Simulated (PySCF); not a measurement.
Isomers of C4H12FNSi2, one GFN2-xTB conformer each. Single-point energies are computed at PBE0/pcSseg-1 (PySCF, gas phase, no added dispersion term), electronic only.

```json
{"SMILES": "CN[Si@@H]1CC[C@H](F)[SiH2]1", "GFN2-xTB relative energy (kJ/mol)": "53.1"}
{"SMILES": "N[SiH2][C@@H]1[SiH2]CC[C@H]1F", "GFN2-xTB relative energy (kJ/mol)": "0.0"}
```

Conformers: `[CH3:1][NH:2][Si@@H:3]1[CH2:4][CH2:5][C@H:6]([F:7])[SiH2:8]1` with C1–N2–Si3–C4 66°, N2–Si3–C4–C5 -147°, Si3–C4–C5–C6 49°, C4–C5–C6–F7 66°, C5–C6–Si8–Si3 29°; `[NH2:1][SiH2:2][C@@H:3]1[SiH2:4][CH2:5][CH2:6][C@H:7]1[F:8]` with H–N1–Si2–C3 45° and -177°, N1–Si2–C3–Si4 169°, Si2–C3–Si4–C5 -108°, C3–Si4–C5–C6 11°, Si4–C5–C6–C7 -34°, C5–C6–C7–F8 -70°.

Q: What does PBE0/pcSseg-1 give for the same structures?

A: 
```tsv
SMILES	PBE0/pcSseg-1 E (Eh)	PBE0/pcSseg-1 (kJ/mol)	GFN2-xTB (kJ/mol)	point group
N[SiH2][C@@H]1[SiH2]CC[C@H]1F	-892.61373	0.0	0.0	C1
CN[Si@@H]1CC[C@H](F)[SiH2]1	-892.58781	68.0	53.1	C1
```

Both levels put the same isomer lowest. As drawn, the higher has an Si–Si bond, which the lower lacks.

Q: Which frontier levels, dipoles and rotational constants go with these structures?

A: 
| SMILES | HOMO (eV, PBE0/pcSseg-1) | LUMO (eV) | dipole (D) | A, B, C (MHz) |
| --- | --- | --- | --- | --- |
| N[SiH2][C@@H]1[SiH2]CC[C@H]1F | -7.47 | 0.72 | 1.90 | 1986, 1052, 857.0 |
| CN[Si@@H]1CC[C@H](F)[SiH2]1 | -6.38 | -0.21 | 1.53 | 1909, 1003, 986.2 |
